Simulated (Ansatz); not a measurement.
C3H9FSi can be A, `C[SiH2]CCF`, or B, `C[Si](C)(C)F`.

Program: Ansatz. Geometries: PBE0-D4/def2-TZVP. ΔE: electronic, gas phase. CCSD(T)/CBS adds triple-zeta CCSD(T) − MP2 to the extrapolated MP2 energy (def2 sets, frozen cores). DFT in def2-TZVPP. B3LYP here is the variant with VWN-RPA as its local correlation; programs differ in this. Each species was taken in one conformer, which may not be the lowest.

(1) Which isomer does CCSD(T)/CBS put lower? Give the gap. (Best estimate.)

(2) Give E(B) − E(A) in kcal/mol with HF/def2-TZVPP, B3LYP-D4, B2PLYP, ωB97M-V, CCSD(T)/def2-TZVPP, CCSD/def2-TZVPP, r2SCAN-D4. (Best estimate.)

(3) Does the order hold for the free energy at 298.15 K (harmonic terms from PBE0-D4)? (An estimate is asked.)

Largest T1 diagnostic: 0.010.

## Answers

(1) Ansatz gave: B, by 68.4 kcal/mol.

(2) The calculation gave: HF/def2-TZVPP -66.3, B3LYP-D4 -66.4, B2PLYP -67.6, ωB97M-V -67.4, CCSD(T)/def2-TZVPP -66.9, CCSD/def2-TZVPP -67.2, r2SCAN-D4 -68.2. None reverses the order clearly.

(3) Ansatz gave: Yes: G(B) − G(A) = -66.9 kcal/mol, for one conformer each. Modes under 60 cm⁻¹, often nearly free rotors, make the harmonic entropy too high.

From PBE to PBE0 (25 % exact exchange), in def2-TZVPP and without D4, E(B) − E(A) moves by −1.4 kcal/mol. Leaving LDA and LC-ωPBE aside and taking each functional with its dispersion term where it has one, the values, not all of them listed here, spread over 4.8 kcal/mol, from r2SCAN0-D4 to revPBE-D4.
